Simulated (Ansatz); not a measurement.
Born–Oppenheimer molecular dynamics of HTe (2 atoms, charge 0, multiplicity 2). It goes on from the last frame of an earlier run, with new velocities.

All numbers below come from UKS PBE/def2-TZVP in Ansatz 0.2.0.

```yaml
ensemble: NVE (velocity Verlet)
time_step: 0.5 fs
steps_asked: 100
starting_velocities_drawn_for: 300 K
masses: H 2.014 u
seed: 617737
```

Frames 0.5 fs apart, positions in Å, forces in eV/Å.

Velocities at 25.0 fs (Å/ps):

```
Te 0.00 0.00 0.00
H -0.27 0.09 -0.14
```

```xyz
2
Properties=species:S:1:pos:R:3:forces:R:3 time_fs=25.0 energy_less_start_eV=0.013 T=0
Te -0.698 0.204 -0.368 -0.93 0.30 -0.48
H 0.677 -0.247 0.346 0.93 -0.30 0.48
2
Properties=species:S:1:pos:R:3:forces:R:3 time_fs=25.5 energy_less_start_eV=0.012 T=13
Te -0.698 0.204 -0.368 -0.92 0.30 -0.48
H 0.678 -0.247 0.346 0.92 -0.30 0.48
2
Properties=species:S:1:pos:R:3:forces:R:3 time_fs=26.0 energy_less_start_eV=0.011 T=57
Te -0.698 0.204 -0.368 -0.89 0.29 -0.46
H 0.679 -0.248 0.347 0.89 -0.29 0.46
2
Properties=species:S:1:pos:R:3:forces:R:3 time_fs=26.5 energy_less_start_eV=0.007 T=129
Te -0.698 0.204 -0.368 -0.83 0.27 -0.43
H 0.682 -0.249 0.349 0.83 -0.27 0.43
2
Properties=species:S:1:pos:R:3:forces:R:3 time_fs=27.0 energy_less_start_eV=0.003 T=221
Te -0.698 0.204 -0.368 -0.76 0.25 -0.40
H 0.685 -0.250 0.350 0.76 -0.25 0.40
2
Properties=species:S:1:pos:R:3:forces:R:3 time_fs=27.5 energy_less_start_eV=-0.001 T=326
Te -0.698 0.204 -0.368 -0.67 0.22 -0.35
H 0.690 -0.252 0.353 0.67 -0.22 0.35
2
Properties=species:S:1:pos:R:3:forces:R:3 time_fs=28.0 energy_less_start_eV=-0.006 T=432
Te -0.698 0.204 -0.368 -0.57 0.19 -0.30
H 0.695 -0.253 0.356 0.57 -0.19 0.30
2
Properties=species:S:1:pos:R:3:forces:R:3 time_fs=28.5 energy_less_start_eV=-0.010 T=532
Te -0.698 0.204 -0.368 -0.46 0.15 -0.24
H 0.701 -0.255 0.359 0.46 -0.15 0.24
2
Properties=species:S:1:pos:R:3:forces:R:3 time_fs=29.0 energy_less_start_eV=-0.014 T=616
Te -0.698 0.204 -0.368 -0.34 0.11 -0.18
H 0.708 -0.257 0.362 0.34 -0.11 0.18
2
Properties=species:S:1:pos:R:3:forces:R:3 time_fs=29.5 energy_less_start_eV=-0.016 T=679
Te -0.699 0.204 -0.369 -0.22 0.07 -0.11
H 0.715 -0.260 0.366 0.22 -0.07 0.11
2
Properties=species:S:1:pos:R:3:forces:R:3 time_fs=30.0 energy_less_start_eV=-0.018 T=716
Te -0.699 0.204 -0.369 -0.10 0.03 -0.05
H 0.722 -0.262 0.369 0.10 -0.03 0.05
2
Properties=species:S:1:pos:R:3:forces:R:3 time_fs=30.5 energy_less_start_eV=-0.018 T=725
Te -0.699 0.204 -0.369 0.02 -0.01 0.01
H 0.729 -0.264 0.373 -0.02 0.01 -0.01
```

Of the whole run (50 fs, mean temperature of the second half 334 K): The conserved energy stayed within 0.042 meV per atom of its start (net change 0.003 meV per atom), so the integration is sound. A run of 0.05 ps of so small a system gives no equilibrium averages.

Run time: 2.1 min on 1 CPU thread of a shared host.
